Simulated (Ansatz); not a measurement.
`[CH3][Nb]([OH])([F])=[S]` + NH₃ → `[NH2][Nb]([OH])([F])=[S]` + CH₄ at 700 K and 1 bar (ligand exchange at the Nb–C bond).

Program: Ansatz. Geometries: PBE0-D4/def2-TZVP. ΔE: electronic, gas phase. CBS: MP2 limit from def2 TZ/QZ plus the TZ coupled-cluster correction, frozen cores. This one scheme is used for every species. def2 core potentials past Kr. For Nb outer-core shells are correlated without core-valence functions, which leaves a few kJ/mol of doubt a bond. Each species was taken in one conformer, which may not be the lowest.

```json
{"species": "`[CH3][Nb]([OH])([F])=[S]`", "CCSD(T)/CBS energy (Eh)": "-670.28419", "H − E (kJ/mol)": "217.1", "S (J/(mol·K))": "488.0"}
{"species": "NH₃", "CCSD(T)/CBS energy (Eh)": "-56.50880", "H − E (kJ/mol)": "116.9", "S (J/(mol·K))": "226.5"}
{"species": "`[NH2][Nb]([OH])([F])=[S]`", "CCSD(T)/CBS energy (Eh)": "-686.36905", "H − E (kJ/mol)": "187.7", "S (J/(mol·K))": "473.4"}
{"species": "CH₄", "CCSD(T)/CBS energy (Eh)": "-40.46206", "H − E (kJ/mol)": "145.9", "S (J/(mol·K))": "224.0"}
```

H − E and S are ideal-gas, rigid-rotor, harmonic terms from PBE0-D4/def2-TZVP, for one conformer and one mirror image of each species. 1 Eh = 2625.50 kJ/mol, R = 8.31446 J/(mol·K).

Q: By hand: ΔE, ΔH, ΔS and ΔG.

A: ΔE = (-686.36905) + (-40.46206) − (-670.28419) − (-56.50880) = -0.03812 Eh = -100.1 kJ/mol. Δ(H − E) = 187.7 + 145.9 − 217.1 − 116.9 = -0.4, so ΔH = -100.5 kJ/mol. ΔS = 473.4 + 224.0 − 488.0 − 226.5 = -17.1 J/(mol·K). ΔG = -100.5 − 700 × (-17.1)/1000 = -88.5 kJ/mol.

Q: By hand: the equilibrium constant, and the temperature at which ΔG would vanish if ΔH and ΔS stayed fixed.

A: log₁₀ K = −ΔG/(RT ln 10) = 6.6. ΔG = 0 at ΔH/ΔS = 5877 K, far beyond where these terms or the molecules hold.

ΔH outweighs TΔS. A doubt of 5 kJ/mol in ΔE shifts log₁₀ K by 0.4 here. Other conformers and mirror images would add mixing entropy, several J/(mol·K) or more a flexible species. These are equilibria of isolated gas molecules and say nothing of rates. Largest T1 diagnostic: 0.023 (customary marks: 0.02 for closed shells, 0.045 for open ones).
